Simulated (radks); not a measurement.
The nuclear charge of the boron ion B2+ is varied continuously with 3 electrons held in [He] 2s1. Method: Dirac Kohn-Sham, LDA (Slater exchange, Perdew-Wang correlation), spin-unpolarised, spherical densities, point nucleus; computed with a radial shooting solver on a logarithmic mesh with Libxc functionals. By the Hellmann-Feynman theorem dE/dZ = E(electron-nucleus)/Z, the electronic potential at the nucleus.

Z     E (hartree)  E(electron-nucleus)/Z (hartree)   HOMO  e(HOMO) (eV)  <r> HOMO (bohr)
4       -14.09970                         -7.88990  2s1/2       -13.640            2.299
4.25    -16.14252                         -8.45260  2s1/2       -17.420            2.090
4.5     -18.32601                         -9.01537  2s1/2       -21.630            1.916
4.75    -20.65021                         -9.57822  2s1/2       -26.268            1.771
5       -23.11513                         -10.1412  2s1/2       -31.333            1.646
5.25    -25.72081                         -10.7043  2s1/2       -36.826            1.538
5.5     -28.46727                         -11.2675  2s1/2       -42.746            1.443
5.75    -31.35456                         -11.8308  2s1/2       -49.092            1.360
6       -34.38271                         -12.3943  2s1/2       -55.865            1.286

The central difference of E at Z = 5 is -10.141 hartree, to compare with the third column; the second derivative is -2.25 hartree.
